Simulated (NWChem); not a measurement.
System: CH₅MgNS; SMILES [Mg]([NH2])[S]C

```xyz
9

Mg     0.1773    -1.0082     0.0042
N     -0.2335    -2.8538    -0.0029
H     -0.3592    -3.4434     0.8131
H     -0.3598    -3.4353    -0.8245
S      0.6532     1.2504    -0.0013
C     -1.0264     2.0433     0.0002
H     -1.6043     1.7751    -0.8877
H     -0.8667     3.1244    -0.0083
H     -1.5962     1.7878     0.8971
```
Atoms are numbered in this order, from 1.

Results from NWChem. Geometry: optimised at B3LYP/6-31G* (spherical d). Total energies compare along this basis series because the functional is fixed.

```tsv
level	basis functions	energy (Ha)	highest occupied level (eV)	orbital gap (eV)	dipole (D)	relative time
TPSS/pcseg-1	81	-694.1884	-4.75	3.29	2.06	3
TPSS/aug-pcseg-1	132	-694.2072	-5.20	3.58	1.68	10
TPSS/pcseg-2	183	-694.3131	-5.15	3.62	1.86	9
TPSS/STO-3G	33	-686.0973	-0.05	4.83	1.60	1
TPSS/def2-SVP	89	-693.9795	-4.96	3.59	1.94	3
```

Times are rough ratios from one shared machine.
